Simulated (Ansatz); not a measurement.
Consider the ligand exchange at a Cd–O bond: `[SiH3][O][Cd][Cl]` + CH₃OH → `C[O][Cd][Cl]` + `O[SiH3]`.

Isolated molecules relaxed with PBE0-D4/def2-TZVP in Ansatz; ΔE leaves out vibrations. CBS: MP2 limit from def2 TZ/QZ plus the TZ coupled-cluster correction, frozen cores. This one scheme is used for every species. Functionals use def2-TZVPP. HSE06 is defined as in plane-wave codes. def2 core potentials past Kr. For Cd outer-core shells are correlated without core-valence functions, which leaves a few kJ/mol of doubt a bond. One conformer a species, not always the lowest.

```json
{"level": "BLYP-D4", "ΔE (kJ/mol)": "20.2"}
{"level": "PBE0-D4", "ΔE (kJ/mol)": "27.5"}
{"level": "HSE06-D4", "ΔE (kJ/mol)": "27.4"}
{"level": "CAM-B3LYP-D4", "ΔE (kJ/mol)": "28.7"}
{"level": "ωB97X-V", "ΔE (kJ/mol)": "29.9"}
{"level": "CCSD(T)/def2-SVP", "ΔE (kJ/mol)": "33.8"}
{"level": "CCSD/def2-TZVPP", "ΔE (kJ/mol)": "32.7"}
{"level": "MP2/CBS(def2)", "ΔE (kJ/mol)": "30.4"}
```

Question: What does CCSD(T)/CBS give? (Best estimate.)

Answer: Ansatz gave: +30.5 kJ/mol. The listed levels differ from it by -10.3, -3.0, -3.1, -1.8, -0.6, 3.3, 2.2, -0.1 kJ/mol.

Question: What do rigid-rotor, harmonic-oscillator terms from PBE0-D4/def2-TZVP frequencies (298.15 K, 1 bar) make of the CCSD(T)/CBS value? (An estimate is asked.)

Answer: Ansatz gave: ΔZPE = -2.3 kJ/mol, ΔH = +27.8 kJ/mol, ΔS = -5 J/(mol·K), ΔG = +29.4 kJ/mol. Modes under 50 cm⁻¹ make the entropy rough.

Largest T1 diagnostic among the species: 0.016.

At CCSD(T), def2-SVP lies +3.3 kJ/mol from the extrapolated value and def2-TZVPP +0.7 kJ/mol. From r2SCAN to r2SCAN0 (25 % exact exchange), in def2-TZVPP and without D4, ΔE moves by +5.0 kJ/mol. Leaving LDA and LC-ωPBE aside and taking each functional with its dispersion term where it has one, the values, not all of them listed here, spread over 13.1 kJ/mol, from BLYP-D4 to BHLYP-D4.
